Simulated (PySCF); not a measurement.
# Which element holds O most strongly?

CCSD(T) in PySCF with def2-TZVPPD on every atom (core potentials on Zr, Sn, Sb, Hf), for the lowest determinant that a PBE0 search found; no spin–orbit coupling. D0 is De less the harmonic zero-point energy.

```json
{"M": "As", "state (unpaired electrons)": "doublet (π ↑)", "Re (Å)": "1.635", "ωe (cm⁻¹)": "963", "D0(MO) (eV)": "4.63"}
{"M": "Sn", "state (unpaired electrons)": "singlet (closed shell)", "Re (Å)": "1.839", "ωe (cm⁻¹)": "819", "D0(MO) (eV)": "5.52"}
{"M": "Si", "state (unpaired electrons)": "singlet (closed shell)", "Re (Å)": "1.523", "ωe (cm⁻¹)": "1221", "D0(MO) (eV)": "7.89"}
{"M": "Hf", "state (unpaired electrons)": "singlet (closed shell)", "Re (Å)": "1.742", "ωe (cm⁻¹)": "954", "D0(MO) (eV)": "8.42"}
{"M": "Ti", "state (unpaired electrons)": "triplet (σ ↑, δ ↑)", "Re (Å)": "1.627", "ωe (cm⁻¹)": "1015", "D0(MO) (eV)": "6.67"}
{"M": "Zr", "state (unpaired electrons)": "triplet (σ ↑, δ ↑)", "Re (Å)": "1.741", "ωe (cm⁻¹)": "936", "D0(MO) (eV)": "7.52"}
{"M": "Sb", "state (unpaired electrons)": "doublet (π ↑)", "Re (Å)": "1.830", "ωe (cm⁻¹)": "817", "D0(MO) (eV)": "3.88"}
```

Question: Order the elements by D0 and give the energy of SbO + As → AsO + Sb.

Answer: Hf > Si > Zr > Ti > Sn > As > Sb; ΔE = 3.88 − 4.63 = -0.75 eV at CCSD(T)/def2-TZVPPD. Close neighbours can swap at other levels.

Correlated steps freeze the inner cores (1 to 10 orbitals); shallow outer-core shells are correlated. UHF and ROHF references stand side by side, which adds small steps between rows. Spin–orbit coupling is left out, which matters for elements this heavy, above all for dissociation energies. Where the molecule has an RHF reference, its open-shell atoms are computed with UHF. The CCSD T1 diagnostic is raised in HfO, SiO, SnO, TiO, a sign that a single reference may not be enough there. States were picked by a PBE0 search and need not be the measured ground states.
